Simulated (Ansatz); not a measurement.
Input and output for `CC[O][Sb]([SiH3])[N](C)C`.

```yaml
crystal:
  periodic: [false, false, false]
  atoms:
    - {symbol: C, position_ang: [1.118947, -3.001671, -1.517908]}
    - {symbol: C, position_ang: [1.373596, -1.460970, -1.244556]}
    - {symbol: O, position_ang: [0.090275, -0.732025, -1.388145]}
    - {symbol: Sb, position_ang: [0.099574, 1.316813, -1.042565]}
    - {symbol: Si, position_ang: [-2.622081, 1.200988, -1.242573]}
    - {symbol: N, position_ang: [0.322448, 1.165440, 1.052701]}
    - {symbol: C, position_ang: [-0.615986, 0.349963, 1.910984]}
    - {symbol: C, position_ang: [1.096630, 2.220721, 1.807764]}
    - {symbol: H, position_ang: [0.356572, -3.419205, -0.770110]}
    - {symbol: H, position_ang: [0.706386, -3.159104, -2.575960]}
    - {symbol: H, position_ang: [2.095065, -3.596657, -1.413834]}
    - {symbol: H, position_ang: [1.803294, -1.314985, -0.183165]}
    - {symbol: H, position_ang: [2.160057, -1.054235, -1.987720]}
    - {symbol: H, position_ang: [-3.019593, 1.061281, -2.747277]}
    - {symbol: H, position_ang: [-3.249971, 2.525174, -0.693517]}
    - {symbol: H, position_ang: [-3.200620, -0.007731, -0.442991]}
    - {symbol: H, position_ang: [-1.460669, 0.985032, 2.381682]}
    - {symbol: H, position_ang: [-0.035640, -0.144268, 2.776662]}
    - {symbol: H, position_ang: [-1.093016, -0.490521, 1.295440]}
    - {symbol: H, position_ang: [1.801767, 2.788333, 1.101574]}
    - {symbol: H, position_ang: [0.413960, 2.999200, 2.322576]}
    - {symbol: H, position_ang: [1.743818, 1.736821, 2.631282]}
basis:
  gaussian: {orbitals: def2-mTZVP}
hamiltonian: {xc: {name: B2GP-PLYP}}
output: {forces: true}
```

```sh
$ ansatz run in.yaml --threads 4 --pin off --events-out ev --progress --plain --max-ram 46080MiB --backend cpu
```

It prints (some lines left out):

```
Functional definition: B2GP-PLYP
2177 factors; integrals over basis functions are off by at most 1.0e-3 eV
mean field evaluation 1: about -22281.6481 eV, gradient 6.3e1 eV
mean field evaluation 2: about -22281.8612 eV, gradient 6.3e1 eV
mean field evaluation 4: about -22290.7404 eV, gradient 1.0e1 eV
mean field evaluation 8: about -22290.9614 eV, gradient 7.6e-1 eV
mean field evaluation 16: about -22290.9633 eV, gradient 1.1e-3 eV
mean field -22290.96328165 eV, -819.1777912432 hartree, gradient 5.4e-6 eV, S^2 0.000000; 0 other end points of the search recorded, 0 dependent functions left out
15 core orbitals not correlated: weight in the atoms' cores, before any rotation towards them, 1.000 or more for the frozen orbitals, at most 0.000 for the correlated occupied ones
reference -22290.96348572 eV, -819.1777987424 hartree; 30, 30 occupied and 174, 174 virtual orbitals, 2177 factors
second order -37.95166035 eV of doubles, -0.00000000 eV of singles
Total energy: -22304.62608344 eV, -819.6798899480 hartree
Atom 0 at     1.118947    -3.001671    -1.517908 Å, force    -0.225410     0.042197    -0.041850 eV/Å
Atom 1 at     1.373596    -1.460970    -1.244556 Å, force     0.368127    -0.053281     0.092302 eV/Å
Atom 2 at     0.090275    -0.732025    -1.388145 Å, force     1.364543     0.096090     0.329347 eV/Å
Atom 3 at     0.099574     1.316813    -1.042565 Å, force    -0.577131    -1.247601     1.184491 eV/Å
Atom 4 at    -2.622081     1.200988    -1.242573 Å, force    -0.499873    -0.071979    -0.084794 eV/Å
Atom 5 at     0.322448     1.165440     1.052701 Å, force    -0.147980     0.196403     0.587307 eV/Å
Atom 6 at    -0.615986     0.349963     1.910984 Å, force    -0.101121    -0.059477     0.147272 eV/Å
Atom 7 at     1.096630     2.220721     1.807764 Å, force     0.020638     0.131544     0.151146 eV/Å
Atom 8 at     0.356572    -3.419205    -0.770110 Å, force     1.163874     0.687867    -1.120175 eV/Å
Atom 9 at     0.706386    -3.159104    -2.575960 Å, force     0.634198     0.292425     1.609712 eV/Å
Atom 10 at     2.095065    -3.596657    -1.413834 Å, force    -1.422880     0.961615    -0.139443 eV/Å
Atom 11 at     1.803294    -1.314985    -0.183165 Å, force    -0.760368    -0.206023    -1.601084 eV/Å
Atom 12 at     2.160057    -1.054235    -1.987720 Å, force    -1.267043    -0.602065     1.067139 eV/Å
Atom 13 at    -3.019593     1.061281    -2.747277 Å, force     0.316795     0.116936     1.241671 eV/Å
Atom 14 at    -3.249971     2.525174    -0.693517 Å, force     0.522109    -1.083438    -0.449110 eV/Å
Atom 15 at    -3.200620    -0.007731    -0.442991 Å, force     0.479983     1.013883    -0.664206 eV/Å
Atom 16 at    -1.460669     0.985032     2.381682 Å, force     1.277775    -0.893483    -0.733033 eV/Å
Atom 17 at    -0.035640    -0.144268     2.776662 Å, force    -0.786340     0.809348    -1.343843 eV/Å
Atom 18 at    -1.093016    -0.490521     1.295440 Å, force     0.805299     1.354392     0.846441 eV/Å
Atom 19 at     1.801767     2.788333     1.101574 Å, force    -1.113458    -0.934465     0.997277 eV/Å
Atom 20 at     0.413960     2.999200     2.322576 Å, force     0.970593    -1.192659    -0.791920 eV/Å
Atom 21 at     1.743818     1.736821     2.631282 Å, force    -1.022333     0.641770    -1.284645 eV/Å
Dipole moment:     0.226914     0.234377     0.155969 e Å
```

Run time 20 s (4 threads of an AMD EPYC 7R13 on a shared host); peak host memory 1.1 GiB.
